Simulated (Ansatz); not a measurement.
BeI₂, relaxed as a triplet with UKS B3LYP-D4/def2-TZVP in Ansatz, starting from the B3LYP-D4/def2-TZVP geometry of the neutral singlet. Force threshold 0.02 eV/Å.

In the def2 sets I takes a core potential; there is no spin–orbit coupling. In the triplet, I2 and I3 lie 3.30 Å apart (atoms count from 1), so these atoms are partly bonded to each other. The relaxation made no stability test and no search for a lower SCF solution. At B3LYP-D4/def2-TZVP a singlet of charge 0 lies 3.37 eV below the triplet, each at its own geometry. The structure comes from a short search, and lower isomers may exist.

Start:

```xyz
3

Be    0.000    0.000    0.000
I     0.815   -1.788   -0.910
I    -0.815    1.788    0.910
```

**Question.** Estimate the energy that the relaxation releases and the steps that it takes.

**Answer.** 177.9 kJ/mol, in 13 steps; 17 s on 4 threads of Arm Neoverse V2 on a shared host. No frequencies were taken in this run, so the end may be a saddle point.

**Question.** Does the start keep its bonding and symmetry?

**Answer.** Bonds formed: I2–I3 (atoms count from 1). Point group D∞h at the start, C2v at the end, both within 0.05 Å.

**Question.** Predict the relaxed structure.

**Answer.** 
```xyz
3

Be    0.8025    0.6355   -0.5303
I     0.2188   -1.6787   -0.4274
I    -1.0213    1.0431    0.9577
```
Bond lengths: 2 × Be–I 2.39 Å; 1 × I–I 3.30 Å.
